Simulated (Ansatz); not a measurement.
Z-matrix (Å, degrees):
```
C
B 1 1.542
H 1 1.091 2 115.9
H 1 1.091 2 114.8 3 131.4
H 1 1.107 2 102.5 3 -114.5
Si 2 2.009 1 122.9 3 23.6
H 2 1.198 1 121.5 3 -159.5
Cl 6 2.049 2 108.3 1 -116.1
Cl 6 2.049 2 113.5 1 3.4
Cl 6 2.047 2 111.1 1 124.7
```

The species carries charge 0 and has multiplicity 1.

(1) List the B3LYP/def2-TZVPP orbital energies in eV (Ansatz). (Best estimate.)

Answers

(1) The calculation gave: Occupied: -2762.77, -2762.75, -2762.72, -1801.42, -276.81, -257.53, -257.51, -257.48, -196.54, -196.53, -196.49, -196.42, -196.41, -196.40, -196.40, -196.36, -196.36, -184.48, -145.71, -101.06, -101.06, -100.96, -23.55, -22.62, -22.58, -19.85, -15.04, -13.23, -12.05, -11.73, -11.55, -11.49, -10.44, -9.86, -9.77, -9.75, -9.21, -9.10, -8.81, -8.14. Lowest empty: -2.65, 0.03, 0.10, 0.94, 1.30, 1.71, 1.89, 2.22.

B3LYP here is the variant with VWN-RPA as its local correlation; programs differ in this.
